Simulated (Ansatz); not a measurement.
Gas-phase electronic energies from Ansatz, PBE0-D4/def2-TZVP geometries. CBS: MP2 limit from def2 TZ/QZ plus the TZ coupled-cluster correction, frozen cores. Functionals use def2-TZVPP. B3LYP here is the variant with VWN-RPA as its local correlation; programs differ in this. Each species was taken in one conformer, which may not be the lowest.

Reaction (redistribution): `NC[SiH](N)O` + `CB(C)N` → `N[SiH](N)O` + `CB(C)CN`

| level | ΔE (kcal/mol) |
| --- | --- |
| r2SCAN-D4 | 13.0 |
| B3LYP-D4 | 14.0 |
| ωB97X-V | 13.3 |
| ωB97M-V | 13.5 |
| PBE | 14.5 |
| B3LYP | 13.8 |
| SCS-MP2/def2-TZVPP | 13.3 |
| HF/CBS(def2) | 11.4 |

Task: What does CCSD(T)/CBS give? (Estimate.)

Result: Computed: +13.0 kcal/mol. The listed levels differ from it by 0.0, 1.0, 0.3, 0.5, 1.5, 0.8, 0.3, -1.6 kcal/mol.

Largest T1 diagnostic among the species: 0.010.

In def2-TZVPP, CCSD(T) changes the Hartree–Fock value by +1.8 kcal/mol (the triples alone add +0.4 kcal/mol) and MP2 by +1.6 kcal/mol.
